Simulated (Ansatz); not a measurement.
Mulliken charges of `OB[Si](F)(F)Cl` from B3LYP/def2-TZVPP in Ansatz (PBE0-D4/def2-TZVP geometry).

| atom | x (Å) | y (Å) | z (Å) | charge (e) |
| --- | --- | --- | --- | --- |
| O1 | 1.546 | -0.440 | 0.936 | -0.209 |
| B2 | 0.279 | -0.667 | 0.554 | 0.037 |
| Si3 | -0.541 | 0.584 | -0.801 | 0.773 |
| F4 | -1.288 | -0.220 | -1.947 | -0.298 |
| F5 | 0.504 | 1.526 | -1.528 | -0.297 |
| Cl6 | -1.923 | 1.782 | 0.103 | -0.229 |
| H7 | 1.873 | -1.052 | 1.603 | 0.212 |
| H8 | -0.359 | -1.570 | 1.025 | 0.011 |

By hand: the dipole of these point charges (1 e Å = 4.8032 D).

Σ q r = (0.337, -0.517, 0.567) e Å, of length 0.838 e Å = 4.03 D.

How does the dipole of the full density compare? (Estimate.)

Ansatz gave: (0.288, -0.462, 0.532) e Å, 3.66 D; the point charges give 1.10 times that, at 2° from its direction.

Point charges leave out the atoms' own dipoles, such as those of lone pairs, and Mulliken's split depends on the basis, so the close match here is no proof of good charges.

B3LYP here is the variant with VWN-RPA as its local correlation; programs differ in this.
